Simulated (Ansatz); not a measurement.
Geometry optimisation, RHF/def2-SVP in Ansatz 0.2.0.

Input:

```yaml
crystal:
  periodic: [false, false, false]
  atoms:
    - { symbol: Al, position_ang: [0.003949, -0.110967, -0.125091] }
    - { symbol: H, position_ang: [-0.000281, -0.152283, 1.443652] }
    - { symbol: "N", position_ang: [1.554137, -0.083122, -0.975923] }
    - { symbol: H, position_ang: [1.676829, -0.098071, -1.970457] }
    - { symbol: H, position_ang: [2.444867, 0.027772, -0.529382] }
    - { symbol: "N", position_ang: [-1.539787, -0.239608, -0.979509] }
    - { symbol: H, position_ang: [-2.43133, -0.327974, -0.530904] }
    - { symbol: H, position_ang: [-1.668392, -0.19562, -1.972091] }
    - { symbol: F, position_ang: [0.050753, 2.407373, 1.292502] }
    - { symbol: H, position_ang: [0.046255, 1.6707, 1.829203] }
basis:
  gaussian: { orbitals: def2-SVP }
hamiltonian:
  xc: hf
relax:
  f_tol: 0.03
  max_steps: 50
```

Launched with:

```bash
$ ansatz run input.yaml --threads 1 --pin off --max-ram 2048MiB --backend cpu --events-out ev --progress --plain --runs-dir out
```

Q: Where does it end, and by what steps?

A: It converged. After 13 steps the energy has fallen by 0.062 eV; F9 moved furthest, 0.57 Å.

```tsv
step	energy less start (eV)	largest force component (eV/Å)	accepted
0	0.0000	0.305	yes
1	0.0101	1.347	no
2	-0.0097	0.562	yes
3	-0.0151	0.346	yes
4	-0.0028	1.420	no
5	-0.0217	0.219	yes
6	-0.0282	0.290	yes
7	-0.0335	0.164	yes
8	-0.0434	0.792	yes
9	-0.0520	0.895	yes
10	-0.0617	0.060	yes
11	-0.0617	0.057	yes
12	-0.0619	0.068	yes
13	-0.0624	0.017	yes
```

```xyz
10
Properties=species:S:1:pos:R:3
Al 0.031 -0.094 -0.025
H 0.060 -0.510 1.510
N 1.562 -0.029 -0.929
H 1.653 0.107 -1.917
H 2.472 -0.112 -0.519
N -1.518 -0.147 -0.899
H -2.408 -0.319 -0.473
H -1.642 -0.004 -1.882
F -0.039 2.055 0.857
H -0.033 1.952 1.758
```

Time of the run: 34 s on 1 thread of Intel(R) Xeon(R) Platinum 8259CL CPU @ 2.50GHz (Skylake/Cascade Lake) (shared host), peak memory 0.17 GiB.
